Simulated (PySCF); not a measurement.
H₃NbO₃, SMILES [OH][Nb]([OH])[OH] (connectivity only; charge and spin as stated), neutral, multiplicity 3. Geometry: B3LYP-D3(BJ)/def2-SVP. The spin state was assumed, not searched. The def2 effective core potentials stand for the cores of Nb; spin–orbit coupling is left out. Other conformers were not sampled.

Computed with B3LYP-D3(BJ)/def2-SVP (PySCF 2.14.0).

Harmonic wavenumbers (cm⁻¹): 95, 160, 161, 225, 279, 349, 352, 406, 648, 675, 720, 730, 3766, 3964, 3969. Rotational constants (GHz): 6.228, 4.349, 2.577; symmetry number 1.

**Question.** Work out the zero-point energy and the ideal-gas rigid-rotor harmonic-oscillator thermochemistry at 298.15 K and 1 atm.

**Answer.** ZPE = ½ Σ hcν = ½ × 16498 cm⁻¹ = 98.68 kJ/mol. H − E(el) = 120.29 kJ/mol. Entropy in J/(mol K): translation 170.72, rotation 108.51, vibration 69.66, spin 9.13, total 358.03. G − E(el) = 13.54 kJ/mol. Cp = 105.35 J/(mol K). Modes under 150 cm⁻¹ make the vibrational entropy uncertain.
